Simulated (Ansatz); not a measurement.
`C[SiH]1PS1` → C• + 5 H• + P• + S• + Si•  (atomization)

Gas-phase electronic energies from Ansatz, PBE0-D4/def2-TZVP geometries. CCSD(T)/CBS is the MP2 limit (def2-TZVPP, def2-QZVPP) plus CCSD(T) − MP2 in def2-TZVPP, frozen cores. This one scheme is used for every species, atoms too. Functionals use def2-TZVPP. B3LYP here is the variant with VWN-RPA as its local correlation; programs differ in this. HSE06 is defined as in plane-wave codes. No spin–orbit coupling; open shells (•) take unrestricted orbitals. Spin–orbit coupling would lower the free atoms: a little for C, S, Si.

`C[SiH]1PS1`:

Cartesian coordinates in Å:
```
C 0.939 0.896 -0.126
Si -0.367 -0.148 0.684
P -1.908 -1.222 -0.482
S -0.249 -2.241 0.501
H 1.831 0.942 0.503
H 1.214 0.471 -1.092
H 0.575 1.915 -0.277
H -0.780 0.352 2.016
H -1.255 -0.964 -1.727
```

| level | ΔE (eV) | difference from CCSD(T)/CBS |
| --- | --- | --- |
| LDA (SPW92) | 35.39 | 4.39 |
| PBE-D4 | 31.54 | 0.54 |
| revPBE-D4 | 30.94 | -0.06 |
| BLYP-D4 | 30.83 | -0.17 |
| r2SCAN-D4 | 31.21 | 0.21 |
| B97M-V | 31.60 | 0.60 |
| PBE0-D4 | 31.14 | 0.14 |
| B3LYP-D4 | 30.98 | -0.02 |
| r2SCANh-D4 | 31.05 | 0.05 |
| r2SCAN0-D4 | 30.83 | -0.17 |
| HSE06-D4 | 31.17 | 0.17 |
| BHLYP-D4 | 30.27 | -0.73 |
| CAM-B3LYP-D4 | 30.92 | -0.08 |
| ωB97X-V | 31.38 | 0.38 |
| ωB97M-V | 31.29 | 0.29 |
| B2PLYP | 30.50 | -0.50 |
| PBE-QIDH | 30.81 | -0.19 |
| PBE | 31.29 | 0.29 |
| BLYP | 30.27 | -0.73 |
| r2SCAN | 31.15 | 0.15 |
| PBE0 | 30.93 | -0.07 |
| B3LYP | 30.56 | -0.44 |
| r2SCANh | 30.99 | -0.01 |
| r2SCAN0 | 30.75 | -0.25 |
| HSE06 | 30.96 | -0.04 |
| BHLYP | 29.92 | -1.08 |
| CAM-B3LYP | 30.70 | -0.30 |
| LC-ωPBE | 30.61 | -0.39 |
| HF/def2-SVP | 21.70 | -9.30 |
| MP2/def2-SVP | 28.37 | -2.63 |
| CCSD/def2-SVP | 27.89 | -3.11 |
| CCSD(T)/def2-SVP | 28.29 | -2.71 |
| MP2/def2-TZVPP | 30.21 | -0.79 |
| SCS-MP2/def2-TZVPP | 30.23 | -0.77 |
| CCSD/def2-TZVPP | 29.42 | -1.58 |
| CCSD(T)/def2-TZVPP | 29.96 | -1.04 |
| HF/def2-QZVPP | 22.13 | -8.87 |
| MP2/def2-QZVPP | 30.81 | -0.19 |
| HF/CBS(def2) | 22.13 | -8.87 |
| CCSD/CBS(def2) | 30.45 | -0.55 |
| CCSD(T)/CBS | 31.00 | 0 |

Largest T1 diagnostic among the species: 0.013.

From BLYP to BHLYP (50 % exact exchange), in def2-TZVPP and without D4, ΔE moves by −0.35 eV: exact exchange takes away binding that semilocal exchange gives to molecules. The D4 term adds +0.42 eV with B3LYP and +0.22 eV with PBE0; it sums over pairs of atoms, weighted by their polarisabilities, and B3LYP, whose exchange is more repulsive, gets the larger term.

For atomizations the MP2-based limit and the directly extrapolated one differ by several kJ/mol either way, and by 10 to 25 for some Ge, Se and Sn compounds, so smaller differences from it don't rank the levels.
